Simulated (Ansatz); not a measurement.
Tuning the range parameter of LC-ωPBE so that −HOMO meets the ionisation energy; basis def2-SVP, Ansatz. System: Ga5Sb4H16⁻, a cluster cut from zinc blende GaSb (hydrogen-capped). Charge -1, multiplicity 1. Geometry: r2SCAN-D4/def2-SVP. The ionised state is a doublet.

Geometry of the singlet:

```xyz
25

Ga    0.488   -1.901    2.685
Ga   -2.107    1.678    1.946
Ga    2.207    1.710    0.551
Ga    1.720   -1.978   -2.042
Ga   -0.865    1.605   -2.780
Sb    0.358    0.716    2.224
Sb    0.339   -2.786    0.136
Sb   -2.486    1.125   -0.672
Sb    1.409    0.651   -1.783
H    -0.787   -2.447    3.428
H     1.931   -2.308    3.164
H    -3.175    0.842    2.743
H    -2.100    3.250    2.023
H     3.604    1.089    0.928
H     2.023    3.272    0.477
H     3.209   -2.393   -1.746
H     0.962   -2.554   -3.295
H    -0.807    3.174   -2.888
H    -1.410    0.740   -3.975
H     0.805    1.355    3.747
H     0.362   -4.496    0.170
H    -1.309   -2.684   -0.295
H    -4.063    1.633   -1.094
H    -2.860   -0.538   -0.745
H     2.553    1.244   -2.908
```

In the def2 sets Sb takes a core potential; there is no spin–orbit coupling.

```tsv
ω (1/bohr)	HOMO (eV)	LUMO (eV)	vertical IE (eV)	HOMO + IE (eV)
0.1	-4.24	2.17	4.79	0.54
0.15	-4.74	2.61	4.95	0.21
0.2	-5.13	2.92	5.09	-0.04
0.3	-5.72	3.26	5.30	-0.42
```

Problem. Where does the tuning condition hold?

Solution. Near ω = 0.19 bohr⁻¹, by linear interpolation.
